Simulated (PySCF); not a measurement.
**Chlorine: a sound run and one with changed settings**

Sound run: Cl⁺ [Ne] 3s2 3p4, Cl²⁺ [Ne] 3s2 3p3. Calculation: PySCF 2.14, in cc-pV(D+d)Z (4s3p2d, 23 functions); no relativity, point nucleus. In the sound run the correlated levels freeze [Ne]. The sound run starts from symmetry-adapted Hartree-Fock orbitals and uses a fine grid where one is needed.

Changed run: basis STO-3G. This setting is unsound on purpose.

```csv
species,method,sound run (hartree),changed run (hartree),converged
Cl⁺,UHF,-459.03729,-454.12970,yes
Cl⁺,PBE,-459.47393,-454.45362,yes
Cl⁺,M06-2X,-459.64429,-454.67933,yes
Cl⁺,MP2,-459.12752,-454.12970,yes
Cl²⁺,UHF,-458.20817,-453.24325,yes
Cl²⁺,PBE,-458.59781,-453.51129,yes
Cl²⁺,M06-2X,-458.76941,-453.74076,yes
Cl²⁺,MP2,-458.28179,-453.24325,yes
```

Ionisation energy of Cl⁺:

```csv
method,sound run (eV),changed run (eV)
UHF,22.562,24.121
PBE,23.841,25.642
M06-2X,23.807,25.540
MP2,23.013,24.121
SCS-MP2,23.037,24.121
```

A minimal basis cannot let orbitals breathe on ionisation and holds almost no correlation.

For comparison, NIST gives 23.814 eV between the lowest levels.
